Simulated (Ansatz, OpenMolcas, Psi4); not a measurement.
# Computed against measured: atomisation enthalpy at 298 K

6 molecules with halogens; the atomisation enthalpy at 298 K in kJ/mol, computed less measured. Shapes, held fixed at every level: PBE0-D4/def2-TZVP. Flexible molecules stand in one conformer, not always the lowest. Thermal terms are harmonic and unscaled (PBE0-D4/def2-TZVP); the spin-orbit lowering of the free atoms is taken from their spectra. Programs: Ansatz 0.2.0, OpenMolcas 26.06, Psi4 1.11. A level may come from different programs for different species; with the same settings they agree closely. Measured values: Active Thermochemical Tables, CRC Handbook of Chemistry and Physics.

Levels: A = BLYP/6-31G* (spherical functions); B = PBE-QIDH/6-31G* (spherical functions); C = MP2/def2-TZVPP.

| molecule | from tabulated heats | A | B | C |
| --- | --- | --- | --- | --- |
| CBr2Cl2 (dibromodichloromethane) | 1180 | -89 | -75 | +31 |
| CHBrCl2 (bromodichloromethane) | 1341 | -61 | -64 | +11 |
| C2HClF2 (SMILES FC(F)=CCl) | 2247 | +66 | -15 | +66 |
| C2H4Cl2 (1,2-dichloroethane) | 2678 | -59 | -79 | -25 |
| C2H5Br (bromoethane) | 2699 | -33 | -75 | -36 |
| C4H9Cl (1-chlorobutane) | 5105 | -73 | -125 | -69 |

Problem. Which level does best on this set, which worst, and which err to one side?

Solution. 
```json
{"level": "BLYP/6-31G* (spherical functions)", "kind": "GGA", "mean error": "-41.5", "mean absolute error": "63.5", "worst case": "CBr2Cl2"}
{"level": "PBE-QIDH/6-31G* (spherical functions)", "kind": "double hybrid", "mean error": "-72.2", "mean absolute error": "72.2", "worst case": "C4H9Cl"}
{"level": "MP2/def2-TZVPP", "kind": "perturbation theory", "mean error": "-3.7", "mean absolute error": "39.7", "worst case": "C4H9Cl"}
```

On this set MP2/def2-TZVPP has the smallest mean absolute error and PBE-QIDH/6-31G* (spherical functions) the largest. Without C4H9Cl the largest would be that of BLYP/6-31G* (spherical functions). BLYP/6-31G* (spherical functions) is too low in 5 of 6; PBE-QIDH/6-31G* (spherical functions) is too low in 6 of 6. The heats of C4H9Cl come from older tables and can be uncertain by 10 kJ/mol or more. The molecules' own spin-orbit binding is left out, so errors for heavy halides read too negative. The tabulated value of C2HClF2 is in doubt (older tables, estimates, or at odds with other calculations) and kept here. Over the 5 molecules whose values aren't doubted the mean absolute errors are A 63.0; B 83.6; C 34.4. Correlated wave functions converge slowly with the basis. Relativity is left out for Br. Outer-core shells of Br are correlated in most correlated rows, in sets that cover them unevenly. The set is small.
